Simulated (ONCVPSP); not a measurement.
## manganese: one change to an ONCV potential, before and after

Mn, optimised norm-conserving Vanderbilt (ONCV), made with ONCVPSP 4.0.1 (PBE, scalar-relativistic). Core [Ne], reference 3s2 3p6 3d5 4s1 4p1. Waves: 3s+4s: rc 1.25 bohr, ncon 4, nbas 8, qcut 10.3 1/bohr, 2 projectors; 3p+4p: rc 1.50 bohr, ncon 4, nbas 8, qcut 10.8 1/bohr, 2 projectors; 3d: rc 1.95 bohr, ncon 4, nbas 9, qcut 8.6 1/bohr, 2 projectors, debl 1.1 Ha. Local part: polynomial inside 0.85 bohr (lpopt 3, dvloc0 0 Ha). Core correction: none.

All-electron outer shells of the reference configuration (PBE, scalar-relativistic, ld1.x):

```csv
shell,level (eV),outermost node (bohr),outermost maximum (bohr)
2s,-745.50,0.08,0.23
2p,-631.74,–,0.19
3s,-87.51,0.34,0.74
3p,-56.22,0.31,0.75
3d,-8.33,–,0.76
4s,-6.09,1.05,2.47
4p,-2.12,1.16,3.30
```

Change: s: rc 1.64.

Cutoffs: the cutoffs (Ha) at which the residual kinetic energy of the hardest occupied pseudo-wave falls to 1 and 0.1 mHa per electron; they do not see the model core or the augmentation charge, which bear on the density cutoff. Errors are all-electron minus pseudo energies relative to the spin-unpolarised reference configuration.

Question: Predict the effect on cutoff, ghosts and configuration errors.

Answer: The potential gets softer (36 Ha and 43 Ha → 32 Ha and 38 Ha); of the 4 tests that both files solve, the error grows in 0 and shrinks in 1 by more than 15 % and 0.3 meV (median size 1.3 → 1.0 meV); neither file shows a bound ghost. A larger radius leaves more room for a smooth pseudo-wave, so fewer plane waves are needed.

| quantity | base | changed |
| --- | --- | --- |
| cutoff, loose | 36 Ha | 32 Ha |
| cutoff, tight | 43 Ha | 38 Ha |
| loose cutoff by channel | s 36 Ha, p 32 Ha, d 28 Ha | s 26 Ha, p 32 Ha, d 28 Ha |
| bound ghosts | none | none |
| GHOST(+) flags under 300 eV | none | none |
| error for 3s2 3p6 3d5 4s2 4p0, meV [ΔE -3.86 eV] | +0.7 | +0.8 |
| error for 3s2 3p6 3d5 4s1 4p0, meV [ΔE 4.56 eV] | 0.0 | +0.1 |
| error for 3s2 3p6 3d5 4s0 4p0, meV [ΔE 20.16 eV] | +1.9 | +1.3 |
| error for 3s2 3p5 3d5 4s2 4p0, meV [ΔE 58.12 eV] | -244 | -231 |
| p: phases at 1.52 bohr within 0.05 rad from the reference energy up to (Ha; the scan ends near 5) | to the end of the scan | to the end of the scan |
| d: phases at 1.98 bohr within 0.05 rad from the reference energy up to (Ha; the scan ends near 5) | to the end of the scan | to the end of the scan |
